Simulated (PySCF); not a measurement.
B2H3N (calculated)

All values are calculated (PySCF 2.14.0). Calculation on a computer-drawn molecule: vertical ionisation energy to the stated ion spin, frozen-core CCSD(T) at the basis limit and cheaper methods, single-reference cases, UHF for radicals, no spin-orbit; all values are single points at the evaluated structure, the first of each entry, which is the reference or a displaced copy of it and isn't optimised; the reference structure only sets the zero of the energies above reference; triples share is (T) over the correlation energy.

Common to all runs: charge 0; multiplicity 1; ion multiplicity 2; diffuse functions no; basis cc-pVnZ; reference is the Hartree-Fock double-zeta minimum; best is HF at quadruple zeta + MP2 correlation extrapolated from triple and quadruple zeta + CCSD(T) minus MP2 at triple zeta; basis step is the size of the change from the same recipe one zeta lower.

(1) B2H3N

Evaluated structure:
```xyz
6
B2H3N
B     -3.5844    -0.4347    -0.4702
B     -2.2396    -1.2926    -1.0733
N     -1.2913    -1.8934    -1.5414
H     -3.6431     0.7909    -0.5582
H     -4.4916    -1.0766     0.0037
H     -0.5184    -2.4458    -1.9090
```

Reference structure:
```xyz
6
B2H3N
B     -3.5860    -0.4645    -0.4887
B     -2.2527    -1.3075    -1.1022
N     -1.2829    -1.9199    -1.5475
H     -3.6291     0.7306    -0.5381
H     -4.5061    -1.0502     0.0042
H     -0.5070    -2.4106    -1.9049
```

| Quantity | Value |
| --- | --- |
| ionisation energy best | 11.18 eV |
| ionisation energy basis step | 0.04456 eV |
| energy above reference best | 1.91 kcal/mol |
| energy above reference basis step | 0.1188 kcal/mol |
| ionisation energy Koopmans at triple zeta | 11.53 eV |
| ionisation energy EOM CCSD at triple zeta | 11.04 eV |
| total energy HF triple zeta | -105.5770 hartree |
| total energy CCSD(T) triple zeta | -106.0125 hartree |
| total energy best | -106.0654 hartree |
| T1 diagnostic at triple zeta | 0.01614 |
| D1 diagnostic at triple zeta | 0.04569 |
| ion T1 diagnostic at triple zeta | 0.02105 |
| ion D1 diagnostic at triple zeta | 0.0855 |
| ion spin squared at triple zeta | 0.7609 |
| triples share at triple zeta | 0.04205 |
| basis functions triple zeta | 132 |
| dipole magnitude HF at triple zeta | 0.2924 debye |
| dipole magnitude CCSD unrelaxed at triple zeta | 0.3342 debye |
| dipole magnitude PBE at triple zeta | 0.5737 debye |
| dipole magnitude r2SCAN at triple zeta | 0.4191 debye |
| dipole magnitude B3LYP at triple zeta | 0.3376 debye |
| dipole magnitude wB97X at triple zeta | 0.1481 debye |

Drawn bonds:
```csv
atom,other atom,order
1,2,1
2,3,2
1,4,1
1,5,1
3,6,1
```

Triple zeta:
```csv
method,ionisation energy (eV),energy above reference (kcal/mol)
HF,9.255,1.94
PBE,10.72,1.604
r2SCAN,10.69,1.899
B3LYP,10.86,1.879
wB97X,10.88,1.687
MP2,11.26,2.12
CCSD,10.87,1.909
CCSD(T),11.03,1.964
```

(2) B2H3N

Evaluated structure:
```xyz
6
B2H3N
B     -3.5844    -0.4347    -0.4702
B     -2.2396    -1.2926    -1.0733
N     -1.2913    -1.8934    -1.5414
H     -3.6431     0.7909    -0.5582
H     -4.4450    -1.0437    -0.0206
H     -0.5184    -2.4458    -1.9090
```

Reference structure:
```xyz
6
B2H3N
B     -3.5860    -0.4645    -0.4887
B     -2.2527    -1.3075    -1.1022
N     -1.2829    -1.9199    -1.5475
H     -3.6291     0.7306    -0.5381
H     -4.5061    -1.0502     0.0042
H     -0.5070    -2.4106    -1.9049
```

| Property | Result |
| --- | --- |
| ionisation energy best | 11.17 eV |
| ionisation energy basis step | 0.04458 eV |
| energy above reference best | 2.372 kcal/mol |
| energy above reference basis step | 0.0835 kcal/mol |
| ionisation energy Koopmans at triple zeta | 11.52 eV |
| ionisation energy EOM CCSD at triple zeta | 11.03 eV |
| total energy HF triple zeta | -105.5764 hartree |
| total energy CCSD(T) triple zeta | -106.0117 hartree |
| total energy best | -106.0647 hartree |
| T1 diagnostic at triple zeta | 0.01608 |
| D1 diagnostic at triple zeta | 0.04561 |
| ion T1 diagnostic at triple zeta | 0.02005 |
| ion D1 diagnostic at triple zeta | 0.07931 |
| ion spin squared at triple zeta | 0.7608 |
| triples share at triple zeta | 0.04192 |
| basis functions triple zeta | 132 |
| dipole magnitude HF at triple zeta | 0.3674 debye |
| dipole magnitude CCSD unrelaxed at triple zeta | 0.314 debye |
| dipole magnitude PBE at triple zeta | 0.5433 debye |
| dipole magnitude r2SCAN at triple zeta | 0.3941 debye |
| dipole magnitude B3LYP at triple zeta | 0.3189 debye |
| dipole magnitude wB97X at triple zeta | 0.1738 debye |

Drawn bonds:
```csv
atom,other atom,order
1,2,1
2,3,2
1,4,1
1,5,1
3,6,1
```

Triple zeta:
```csv
method,ionisation energy (eV),energy above reference (kcal/mol)
HF,9.245,2.289
PBE,10.75,2.39
r2SCAN,10.71,2.432
B3LYP,10.87,2.283
wB97X,10.88,2.221
MP2,11.26,2.507
CCSD,10.87,2.394
CCSD(T),11.03,2.491
```

(3) B2H3N

Evaluated structure:
```xyz
6
B2H3N
B     -3.5844    -0.4347    -0.4702
B     -2.2396    -1.2926    -1.0733
N     -1.2913    -1.8934    -1.5414
H     -3.6431     0.7909    -0.5582
H     -4.4811    -1.0692    -0.0018
H     -0.5184    -2.4458    -1.9090
```

Reference structure:
```xyz
6
B2H3N
B     -3.5860    -0.4645    -0.4887
B     -2.2527    -1.3075    -1.1022
N     -1.2829    -1.9199    -1.5475
H     -3.6291     0.7306    -0.5381
H     -4.5061    -1.0502     0.0042
H     -0.5070    -2.4106    -1.9049
```

Drawn bonds:
```csv
atom,other atom,order
1,2,1
2,3,2
1,4,1
1,5,1
3,6,1
```

(4) B2H3N

Evaluated structure:
```xyz
6
B2H3N
B     -3.5844    -0.4347    -0.4702
B     -2.2396    -1.2926    -1.0733
N     -1.2913    -1.8934    -1.5414
H     -3.6431     0.7909    -0.5582
H     -4.5892    -1.1457     0.0547
H     -0.5184    -2.4458    -1.9090
```

Reference structure:
```xyz
6
B2H3N
B     -3.5860    -0.4645    -0.4887
B     -2.2527    -1.3075    -1.1022
N     -1.2829    -1.9199    -1.5475
H     -3.6291     0.7306    -0.5381
H     -4.5061    -1.0502     0.0042
H     -0.5070    -2.4106    -1.9049
```

Drawn bonds:
```csv
atom,other atom,order
1,2,1
2,3,2
1,4,1
1,5,1
3,6,1
```

Questions
1. What total energy HF triple zeta does the calculation give for B2H3N (entry 3)?
2. Give the missing ionisation energy best for B2H3N (entry 3).
3. Give the table of triple zeta values for B2H3N (entry 3).
4. Estimate the T1 diagnostic at triple zeta of B2H3N (entry 4).
5. B2H3N (entry 4): ionisation energy best?
6. B2H3N (entry 4): dipole magnitude HF at triple zeta?
7. Give the missing energy above reference basis step for B2H3N (entry 4).

## Answers
1. -105.5772 hartree
2. 11.18 eV
3. 
Triple zeta:
```csv
method,ionisation energy (eV),energy above reference (kcal/mol)
HF,9.253,1.818
PBE,10.73,1.589
r2SCAN,10.7,1.826
B3LYP,10.86,1.78
wB97X,10.88,1.612
MP2,11.26,2.01
CCSD,10.87,1.824
CCSD(T),11.03,1.889
```
4. 0.01631
5. 11.18 eV
6. 0.1598 debye
7. 0.1928 kcal/mol

Further results for B2H3N (entry 3):

| Quantity | Value |
| --- | --- |
| ionisation energy basis step | 0.04456 eV |
| energy above reference best | 1.821 kcal/mol |
| energy above reference basis step | 0.1104 kcal/mol |
| ionisation energy Koopmans at triple zeta | 11.53 eV |
| ionisation energy EOM CCSD at triple zeta | 11.04 eV |
| total energy CCSD(T) triple zeta | -106.0126 hartree |
| total energy best | -106.0656 hartree |
| T1 diagnostic at triple zeta | 0.01612 |
| D1 diagnostic at triple zeta | 0.04567 |
| ion T1 diagnostic at triple zeta | 0.0208 |
| ion D1 diagnostic at triple zeta | 0.08394 |
| ion spin squared at triple zeta | 0.7608 |
| triples share at triple zeta | 0.04202 |
| basis functions triple zeta | 132 |
| dipole magnitude HF at triple zeta | 0.3095 debye |
| dipole magnitude CCSD unrelaxed at triple zeta | 0.3282 debye |
| dipole magnitude PBE at triple zeta | 0.566 debye |
| dipole magnitude r2SCAN at triple zeta | 0.4122 debye |
| dipole magnitude B3LYP at triple zeta | 0.3318 debye |
| dipole magnitude wB97X at triple zeta | 0.1513 debye |

Further results for B2H3N (entry 4):

| Property | Result |
| --- | --- |
| ionisation energy basis step | 0.04475 eV |
| energy above reference best | 6.656 kcal/mol |
| ionisation energy Koopmans at triple zeta | 11.54 eV |
| ionisation energy EOM CCSD at triple zeta | 11.05 eV |
| total energy HF triple zeta | -105.5687 hartree |
| total energy CCSD(T) triple zeta | -106.0051 hartree |
| total energy best | -106.0579 hartree |
| D1 diagnostic at triple zeta | 0.04585 |
| ion T1 diagnostic at triple zeta | 0.02451 |
| ion D1 diagnostic at triple zeta | 0.106 |
| ion spin squared at triple zeta | 0.7611 |
| triples share at triple zeta | 0.04234 |
| basis functions triple zeta | 132 |
| dipole magnitude CCSD unrelaxed at triple zeta | 0.4297 debye |
| dipole magnitude PBE at triple zeta | 0.6693 debye |
| dipole magnitude r2SCAN at triple zeta | 0.5161 debye |
| dipole magnitude B3LYP at triple zeta | 0.4315 debye |
| dipole magnitude wB97X at triple zeta | 0.2142 debye |

Triple zeta:
```csv
method,ionisation energy (eV),energy above reference (kcal/mol)
HF,9.281,7.163
PBE,10.65,5.641
r2SCAN,10.64,6.487
B3LYP,10.81,6.669
wB97X,10.89,6.389
MP2,11.28,7.15
CCSD,10.88,6.647
CCSD(T),11.04,6.598
```
